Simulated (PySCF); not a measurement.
# NMR parameters from quadrupole coupling constants

Compound: 2-vinylthiophene, C6H6S.
Geometry (PBE0-D3(BJ)/def2-SVP, Å), atoms numbered from 1 in this order:
```
atom  x, y, z in Å
C1    -2.536    0.171    0.205
C2    -1.510   -0.642    0.493
C3    -0.103   -0.360    0.257
C4     0.508    0.748   -0.296
C5     1.920    0.637   -0.352
C6     2.377   -0.553    0.158
S7     1.087   -1.537    0.705
H8    -3.564   -0.128    0.420
H9    -2.389    1.155   -0.249
H10   -1.728   -1.614    0.948
H11   -0.048    1.616   -0.651
H12    2.578    1.408   -0.754
H13    3.407   -0.900    0.238
```

Computed at PBE0/pcSseg-1 (PySCF, non-relativistic):

```csv
atom,environment,nucleus,spin I,Q (b),CQ = χzz (MHz),η
S7,thiophene-type sulfur,33S,3/2,-0.0678,-28.456,0.544
```

Problem. PQ = |CQ|√(1 + η²/3), νQ = 3|CQ|/[2I(2I − 1)], ν0 = |g|·7.62259 MHz/T·B with g(33S) = 0.42921: values at 18.8 T?

Solution. 
```csv
atom,PQ (MHz),νQ (MHz),ν0 (MHz),νQ/ν0
S7,29.83,14.23,61.51,0.231
```

For S7: PQ = 28.46 × 1.0482, νQ = 28.46 × 0.5000, ν0 = 3.2717 MHz/T × 18.8 T.

The couplings are those of the rigid, isolated species; surroundings and motion change them. With a basis this small, the couplings can be 20 % off.

These values come from a run that also computed NMR shieldings. The run took about 50 s of CPU time (one thread, shared machine).

One conformer stands for the species.
